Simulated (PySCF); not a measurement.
# Unknown: peak-picked proton spectrum

Formula C7H7F. The spectrum was simulated from the full spin Hamiltonian at 400 MHz with 1.0 Hz Lorentzian lines, from shifts rounded to 0.01 ppm and J to 0.1 Hz, couplings under 1 Hz left out.

Maxima in Hz from TMS (height), grouped by integral:
1H: 1805.5 (21), 1802.7 (21), 1799.0 (21), 1796.2 (21), 1731.8 (21), 1729.0 (21), 1725.3 (21), 1722.5 (21)
2H: 733.4 (16), 730.1 (24), 727.8 (16), 724.5 (39), 721.2 (33), 717.3 (96), 716.4 (100), 714.1 (45)
1H: 617.7 (20), 614.9 (20), 610.2 (22), 607.4 (22), 600.7 (20), 597.9 (20), 593.2 (22), 590.4 (22)
1H: 521.1 (7), 518.7 (23), 517.7 (20), 514.2 (43), 510.7 (19), 509.7 (22), 507.2 (8), 505.4 (39)
2H: 451.6 (3), 449.1 (14), 448.2 (12), 444.6 (28), 443.5 (18), 440.8 (17), 439.1 (23), 436.3 (28), 435.2 (16), 432.6 (4), 430.8 (19), 421.5 (22), 416.3 (25), 415.0 (28), 414.1 (25), 409.8 (26), 408.9 (27), 407.6 (23), 402.3 (20)

13C{1H} NMR (computed): δ 88.3, 74.2 (d, J = 296.7 Hz), 72.4, 21.5 (d, J = 8.6 Hz), 19.6, 14.2 (d, J = 9.7 Hz), 8.6 (d, J = 4.5 Hz).

All values are calculated (PySCF 2.14.0 with density-fitted response routines): PBE0-D3(BJ)/def2-SVP structure, NMR shieldings at PBE0/pcSseg-1/GIAO, B3LYP/pcJ-1 coupling constants (spin–dipole term only in couplings to heteroatoms). Gas phase, no relativistic terms, one computed conformer.

Chemical shifts δ = σref − σ; TMS for 1H (31.27 ppm) and 13C (184.41 ppm), all at this level.

(1) Analyse the multiplets.

(2) What is the compound?

Answers

(1) 1H NMR (400 MHz, computed): δ 4.41 (ddd, J = 73.7, 6.5, 2.8 Hz, 1H), 1.81 (m, 1H), 1.79 (m, 1H), 1.51 (ddd, J = 17.0, 7.5, 2.8 Hz, 1H), 1.28 (m, 1H), 1.10 (m, 1H), 1.03 (ddd, J = 7.5, 6.5, 5.2 Hz, 1H). These are first-order names from the parameters used; overlap and second-order distortion can hide them in the list.

(2) `[C@@H]1(C#C)C[C@]12C[C@@H]2F`.

Structure with atom numbers: `[CH:1]#[C:2][C@@H:3]1[CH2:4][C@:5]12[CH2:6][C@@H:7]2[F:8]`; H(Xn) means a hydrogen on atom n. Ha(C4) is cis to C2 on the ring; Ha(C6) is cis to F8 on the ring; Hb(C4) is trans to C2 on the ring; Hb(C6) is trans to F8 on the ring.

δ 4.41: H(C7), hydrogen on a three-membered-ring carbon, coupled to F8 (73.7 Hz), Hb(C6) (6.5 Hz), Ha(C6) (2.8 Hz). δ 1.81: H(C3), hydrogen on a three-membered-ring carbon, coupled to Hb(C4) (9.1 Hz), Ha(C4) (5.7 Hz), H(C1) (3.3 Hz). δ 1.79: H(C1), hydrogen on a terminal alkyne carbon, coupled to H(C3) (3.3 Hz). δ 1.51: Ha(C6), hydrogen on a three-membered-ring carbon, coupled to F8 (17.0 Hz), Hb(C6) (7.5 Hz), H(C7) (2.8 Hz). δ 1.28: Hb(C4), hydrogen on a three-membered-ring carbon, coupled to H(C3) (9.1 Hz), Ha(C4) (4.4 Hz). δ 1.10: Ha(C4), hydrogen on a three-membered-ring carbon, coupled to F8 (8.3 Hz), H(C3) (5.7 Hz), Hb(C4) (4.4 Hz). δ 1.03: Hb(C6), hydrogen on a three-membered-ring carbon, coupled to Ha(C6) (7.5 Hz), H(C7) (6.5 Hz), F8 (5.2 Hz).

The data come from this structure; uniqueness wasn't tested.

C–F couplings over four or more bonds (about 3 Hz to the para carbon of a fluoroarene) are left out. Common functionals overestimate the size of one-bond C–F couplings by tens of Hz; these are unscaled. Multiplet labels drop couplings under 1 Hz and merge nearly equal ones. Unscaled 3J(H,H) at this level run about 10 % above measured values. Shifts are as computed. Against solution values, carbons near 30 ppm lie about +2 ppm off and those near 130 ppm about +5 ppm. Of 1211 compounds with measured shifts, 218 miss one by over three times the rms of a fit or turn the order of signals round; such compounds aren't used in these exercises.
